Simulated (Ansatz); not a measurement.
Computed with Ansatz on PBE0-D4/def2-TZVP structures; ΔE is electronic, products minus reactants. CCSD(T)/CBS is the MP2 limit (def2-TZVPP, def2-QZVPP) plus CCSD(T) − MP2 in def2-TZVPP, frozen cores. DFT in def2-TZVPP. B3LYP here is the variant with VWN-RPA as its local correlation; programs differ in this. For Ga, Se outer-core shells are correlated without core-valence functions, which leaves a few kJ/mol of doubt a bond. Scalar relativity is left out up to krypton. Each species was taken in one conformer, which may not be the lowest.

`[SiH3][Ga]([Cl])[Cl]` + `N[SiH2][SeH]` → `[SiH3]N[SiH2][SeH]` + `[Cl][GaH][Cl]`  (cleavage of the Si–Ga bond)

`[SiH3][Ga]([Cl])[Cl]`:

Cartesian coordinates in Å:
```
Si -0.129 1.092 0.359
Ga 0.116 -1.169 -0.394
Cl 1.955 -2.251 -0.196
Cl -1.446 -2.309 -1.314
H 0.105 1.124 1.825
H -1.492 1.585 0.047
H 0.890 1.928 -0.326
```

`N[SiH2][SeH]`:

Cartesian coordinates in Å:
```
N -1.174 -0.333 -0.594
Si 0.069 0.646 0.056
Se 2.170 -0.258 0.223
H -1.079 -0.727 -1.516
H -1.674 -0.962 0.015
H -0.392 1.059 1.402
H 0.312 1.804 -0.837
H 1.769 -1.228 1.251
```

`[SiH3]N[SiH2][SeH]`:

```xyz
11

Si    0.387    0.191    1.689
N    -0.491   -0.556    0.397
Si   -0.020   -0.627   -1.253
Se    0.395    1.411   -2.195
H    -0.089    1.566    2.000
H     0.257   -0.626    2.924
H     1.808    0.255    1.265
H    -1.441   -0.837    0.589
H    -1.102   -1.337   -1.978
H     1.283   -1.314   -1.426
H    -0.987    1.874   -2.010
```

`[Cl][GaH][Cl]`:

```xyz
4

Cl    0.675    1.727   -0.837
Ga   -0.150    0.008    0.107
Cl    0.880   -1.814   -0.275
H    -1.405    0.078    1.005
```

| level | ΔE (kJ/mol) | difference from CCSD(T)/CBS |
| --- | --- | --- |
| PBE-D4 | -6.2 | 18.3 |
| r2SCAN-D4 | -18.8 | 5.7 |
| PBE0-D4 | -13.4 | 11.1 |
| B3LYP-D4 | -20.8 | 3.7 |
| ωB97X-V | -25.3 | -0.8 |
| ωB97M-V | -26.8 | -2.3 |
| B2PLYP | -22.8 | 1.7 |
| PBE | -3.0 | 21.5 |
| r2SCAN | -18.0 | 6.5 |
| PBE0 | -10.7 | 13.8 |
| B3LYP | -15.7 | 8.8 |
| HF/def2-TZVPP | -37.4 | -12.9 |
| MP2/def2-TZVPP | -31.3 | -6.8 |
| SCS-MP2/def2-TZVPP | -33.1 | -8.6 |
| CCSD/def2-TZVPP | -27.1 | -2.6 |
| CCSD(T)/def2-TZVPP | -25.6 | -1.1 |
| HF/def2-QZVPP | -39.4 | -14.9 |
| MP2/def2-QZVPP | -31.3 | -6.8 |
| SCS-MP2/def2-QZVPP | -33.6 | -9.1 |
| HF/CBS(def2) | -39.7 | -15.2 |
| MP2/CBS(def2) | -30.1 | -5.6 |
| CCSD/CBS(def2) | -25.9 | -1.4 |
| CCSD(T)/CBS | -24.5 | 0 |

Largest T1 diagnostic among the species: 0.012.

From PBE to PBE0 (25 % exact exchange), in def2-TZVPP and without D4, ΔE moves by −7.6 kJ/mol. The D4 term adds −5.1 kJ/mol with B3LYP and −2.7 kJ/mol with PBE0; it sums over pairs of atoms, weighted by their polarisabilities, and B3LYP, whose exchange is more repulsive, gets the larger term. In def2-TZVPP, CCSD(T) changes the Hartree–Fock value by +11.8 kJ/mol (the triples alone add +1.5 kJ/mol) and MP2 by +6.1 kJ/mol.
